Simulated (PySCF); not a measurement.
**Electron correlation in C (carbon, neutral)**

[He] 2s2 2p2, high-spin 3P determinant. Calculation: PySCF 2.14, in cc-pVDZ; the non-relativistic Hamiltonian (point nucleus). Frozen: 1s2; 4 electrons correlated.

MP2 pair energies summed by pair of shells (mhartree):

```tsv
pair	energy	share (%)
2s-2p	-30.35	58.6
2s-2s	-15.89	30.7
2p-2p	-5.53	10.7
```

Total MP2 correlation energy: -51.77 mhartree.

Same-spin part -9.33 and opposite-spin part -42.44 mhartree; SCS-MP2 scales them by 1/3 and 6/5 to -54.03 mhartree.

```csv
level,correlation energy (mhartree)
CCSD,-72.91
(T),-0.93
CCSD(T),-73.84
```

Diagnostics: T1 = 0.0066, D1 = 0.0131, largest double amplitude 0.123.

Cost of the coupled-cluster step: 0.07 s of wall time on 1 thread of Intel(R) Xeon(R) 6975P-C (shared host), for 4 correlated electrons.

Iterations:

```
CC2 = 0
CCSD nocc = (np.int64(3), np.int64(1)), nmo = (13, 13)
frozen orbitals [[0], [0]]
max_cycle = 100
direct = 0
conv_tol = 1e-08
conv_tol_normt = 1e-06
diis_space = 8
diis_start_cycle = 0
Init t2, MP2 energy = -0.0517652541188172
Init E_corr(UCCSD) = -0.0517652541189076
cycle = 1  E_corr(UCCSD) = -0.0657456848529772  dE = -0.0139804307  norm(t1,t2) = 0.0464404
cycle = 2  E_corr(UCCSD) = -0.069998468393155  dE = -0.00425278354  norm(t1,t2) = 0.0197546
cycle = 3  E_corr(UCCSD) = -0.0729558997795107  dE = -0.00295743139  norm(t1,t2) = 0.00985867
cycle = 4  E_corr(UCCSD) = -0.0728969658769073  dE = 5.89339026e-05  norm(t1,t2) = 0.00146228
cycle = 5  E_corr(UCCSD) = -0.072910984757483  dE = -1.40188806e-05  norm(t1,t2) = 0.000217859
cycle = 6  E_corr(UCCSD) = -0.0729041947509889  dE = 6.79000649e-06  norm(t1,t2) = 3.29953e-05
cycle = 7  E_corr(UCCSD) = -0.0729072734413974  dE = -3.07869041e-06  norm(t1,t2) = 7.98171e-06
cycle = 8  E_corr(UCCSD) = -0.0729064282178807  dE = 8.45223517e-07  norm(t1,t2) = 2.93053e-06
cycle = 9  E_corr(UCCSD) = -0.0729063847505731  dE = 4.34673076e-08  norm(t1,t2) = 3.52304e-07
cycle = 10  E_corr(UCCSD) = -0.0729064038841439  dE = -1.91335708e-08  norm(t1,t2) = 6.79466e-08
cycle = 11  E_corr(UCCSD) = -0.0729064032962451  dE = 5.87898744e-10  norm(t1,t2) = 2.1097e-08
UCCSD converged
E(UCCSD) = -37.75945084061019  E_corr = -0.07290640329624515
UCCSD(T) correction = -0.000926284824805
```
